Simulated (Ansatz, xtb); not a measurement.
Ranking isomers of BGeH4Si

3 gas-phase structures of BGeH4Si, found in a search over its isomers (lower ones may exist). Each was relaxed with GFN2-xTB; where two conformers were screened, the lower at r2SCAN-D4/def2-SVP is listed:

A. a doublet given by its coordinates
B. a doublet given by its coordinates
C. `[SiH2][BH][GeH]`, a doublet

A (Å):

```xyz
7

B     3.1187    0.0464   -2.4535
Ge    3.0072   -1.7748   -1.7436
Si    1.4417    1.0341   -2.1762
H     1.5917    2.2652   -1.3720
H     0.7831    1.4630   -3.4273
H     0.3833    0.2727   -1.4614
H     3.9935    0.6127   -2.9979
```

Close contacts (Å): B1–Ge2 1.96, B1–Si3 1.97, B1–H7 1.18, Si3–H4 1.48, Si3–H5 1.48, Si3–H6 1.49.

B (Å):

```xyz
7

B     0.8805    1.2022   -2.1020
Ge    4.2567   -1.3791   -2.8621
Si    2.3821   -0.0300   -2.4474
H     1.2775    2.3251   -2.2557
H     0.0113    0.9527   -2.8937
H     0.4811    1.0449   -0.9811
H     5.0197   -0.1263   -2.1436
```

Close contacts (Å): B1–Si3 1.97, Ge2–Si3 2.35, B1–H4 1.20, B1–H5 1.20, B1–H6 1.20, Ge2–H7 1.63.

Question: Which do you expect lowest at r2SCAN-D4/def2-SVP, and how would the others follow?

Answer: Calculated order at r2SCAN-D4/def2-SVP: A (0.0), B (14.6), C (14.8) kcal/mol. Less than 1 kcal/mol parts B and C, so the order within that pair means little.

Energies above the lowest of each column, in kcal/mol:

```
structure  GFN2-xTB  HF/STO-3G  r2SCAN-D4/def2-SVP
        A      17.2        0.0                 0.0
        B       0.0       38.0                14.6
        C      20.3       60.8                14.8
```

r2SCAN-D4/def2-SVP puts A lowest; GFN2-xTB picks B. Some further structures that were screened fall inside this span and aren't listed. Flexible structures stand in one conformer each, not always the lowest. No reliable frequencies are at hand for these structures. Open shells are spin-unrestricted, some with notable spin contamination.

Programs: Ansatz 0.2.0, xtb 6.7.1.
